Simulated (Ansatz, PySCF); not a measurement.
FH₅SSi₂, SMILES F[SiH2]S[SiH3].

Geometry: ωB97X-D3(BJ)/def2-SVP. This is a generated structure with no PubChem entry under its InChIKey; it may be hypothetical. The values are those of a single conformer.

Vertical ionisation energy (IE) and electron affinity (EA) in eV. Rows of orbital energies are one-electron estimates. Where ΔSCF, EOM or ADC give a negative EA the extra electron is unbound and the value depends on the basis.

| level | IE | EA |
|---|---|---|
| −ε(HOMO), −ε(LUMO), r2SCAN/def2-TZVP (PySCF) | 6.92 | 0.87 |
| −ε(HOMO), −ε(LUMO), PBE/def2-TZVP (PySCF) | 6.63 | 1.24 |
| ΔSCF, PBE0/def2-SVPD (Ansatz), final states of multiplicity 2 and 2 | 9.89 | -0.93 |
| ΔSCF, PBE/def2-SVPD (Ansatz), final states of multiplicity 2 and 2 | ? | ? |

Question: Complete the blanks. (The exact figures need the calculation; the answer reports its results.)

Answer: 
- ΔSCF, PBE/def2-SVPD (Ansatz, a quantum-chemistry and plane-wave program), final states of multiplicity 2 and 2, IE: 9.67
- ΔSCF, PBE/def2-SVPD (Ansatz), final states of multiplicity 2 and 2, EA: -0.73

Question: What vertical singlet–triplet gap does ΔSCF give with PBE0/def2-SVPD (Ansatz) and with PBE/def2-SVPD (Ansatz)? (The exact figures need the calculation; the answer reports its results.)

Answer: 5.75 and 5.40 eV (triplet above singlet where positive).
